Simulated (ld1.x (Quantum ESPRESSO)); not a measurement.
## Building the TM potential for neon (Ne) (PBEsol, scalar-relativistic).

ld1.x (Quantum ESPRESSO) 7.5 input, shortened:

```
&input
   title='Ne', zed=10., rel=1, dft='PBESOL', iswitch=3,
   config='[He] 2s2 2p5 3d-2'
 /
 &inputp
   pseudotype=2, tm=.true., lloc=-2, rcloc=1.08,
   nlcc=.true., new_core_ps=.true., rcore=0.40
 /
3
2S  1  0   2.00   0.00  0.76  0.76  0.0
2P  2  1   5.00   0.00  2.04  2.04  0.0
3D  3  2  -2.00   0.05  2.16  2.16  0.0
 &test
   configts(1)='2s2 2p5'
 /
```

Poles of the logarithmic derivatives, all-electron (AE) and pseudo (PS). s: poles at -4.0, 3.0 (AE) and -4.0, 2.8 (PS) Ry. p: poles at -2.3, 3.5 (AE) and -2.3, 4.3 (PS) Ry. d: poles at 3.1 (AE) and 3.2 (PS) Ry. Test radius 2.35 bohr.

- Cutoffs needed: 160 Ry and 260 Ry (the cutoffs (Ry, on a coarse ladder) from which the occupation-weighted sum of valence levels, in a spherical-Bessel basis at the reference potential, stays within 10 and 1 mRy of its value at 400 Ry)
- Ghost test: no extra level below or beside the all-electron valence levels (s, p, d, f tested) (spherical-Bessel basis up to 400 Ry, 20 bohr box)
- Largest excitation error: +8432 meV (all-electron minus pseudo) for 2s2 2p2, out of 6 test configurations
